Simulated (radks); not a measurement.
Ionisation ladder of rhenium, from Re44+ to Re65+. Each ion is in the ground configuration listed by NIST, and IE = E(next ion) - E(this ion). Method: non-relativistic Kohn-Sham, PBE, spin-polarised, spherical densities, point nucleus; open shells are filled with parallel spins first (spin-orbit coupling, left out, can overturn this in heavy ions); relativity is left out, which matters for an element this heavy; computed with a radial shooting solver on a logarithmic mesh with Libxc functionals.

| species | configuration | IE, Delta-SCF (eV) | -e(HOMO) (eV) | HOMO | IE, NIST (eV) | kind | error (eV) |
|---|---|---|---|---|---|---|---|
| Re44+ | [Ar] 3d10 4s2 4p1 | 2171.3 | 2144.9 | 4p up | 2302 | theory | -130.7 |
| Re45+ | [Ar] 3d10 4s2 | 2308.9 | 2282.9 | 4s | 2450 | theory | -141.1 |
| Re46+ | [Ar] 3d10 4s1 | 2367.4 | 2341.2 | 4s up | 2514.5 | semi-emp. | -147.1 |
| Re47+ | [Ar] 3d10 | 4230.8 | 4167.5 | 3d | 4214 | exp. | +16.8 |
| Re48+ | [Ar] 3d9 | 4358.1 | 4294.3 | 3d down | 4335 | theory | +23.1 |
| Re49+ | [Ar] 3d8 | 4486.3 | 4422.0 | 3d down | 4468 | theory | +18.3 |
| Re50+ | [Ar] 3d7 | 4615.2 | 4550.7 | 3d down | 4609 | theory | +6.2 |
| Re51+ | [Ar] 3d6 | 4744.8 | 4679.9 | 3d down | 4745 | theory | -0.2 |
| Re52+ | [Ar] 3d5 | 4913.1 | 4845.9 | 3d up | 4877 | theory | +36.1 |
| Re53+ | [Ar] 3d4 | 5048.1 | 4980.4 | 3d up | 5099 | theory | -50.9 |
| Re54+ | [Ar] 3d3 | 5183.9 | 5115.9 | 3d up | 5236 | theory | -52.1 |
| Re55+ | [Ar] 3d2 | 5320.5 | 5252.1 | 3d up | 5388 | theory | -67.5 |
| Re56+ | [Ar] 3d1 | 5457.5 | 5388.9 | 3d up | 5528 | theory | -70.5 |
| Re57+ | [Ar] | 5832.3 | 5773.6 | 3p | 5919 | theory | -86.7 |
| Re58+ | [Ne] 3s2 3p5 | 5949.2 | 5891.0 | 3p down | 6042 | theory | -92.8 |
| Re59+ | [Ne] 3s2 3p4 | 6064.1 | 6007.1 | 3p down | 6176 | theory | -111.9 |
| Re60+ | [Ne] 3s2 3p3 | 6216.5 | 6156.5 | 3p up | 6300 | theory | -83.5 |
| Re61+ | [Ne] 3s2 3p2 | 6335.8 | 6276.4 | 3p up | 6810 | theory | -474.2 |
| Re62+ | [Ne] 3s2 3p1 | 6453.2 | 6395.0 | 3p up | 6952 | theory | -498.8 |
| Re63+ | [Ne] 3s2 | 6696.0 | 6644.2 | 3s | 7230 | theory | -534.0 |
| Re64+ | [Ne] 3s1 | 6819.8 | 6767.7 | 3s up | 7366 | theory | -546.2 |
| Re65+ | [Ne] | 15909.4 | 15750.9 | 2p | 16080 | theory | -170.6 |

Reference values: NIST Atomic Spectra Database (exp. = measured, semi-emp. = semi-empirical, theory = theoretical value adopted there). The ionisation energy per charge of the ion left behind rises most, in proportion, at Re65+ ([Ne]), from 104.92 to 241.05 eV. Relativity is left out here, which matters for elements this heavy. Open shells are spherical and high-spin; term and fine-structure splittings are not resolved.
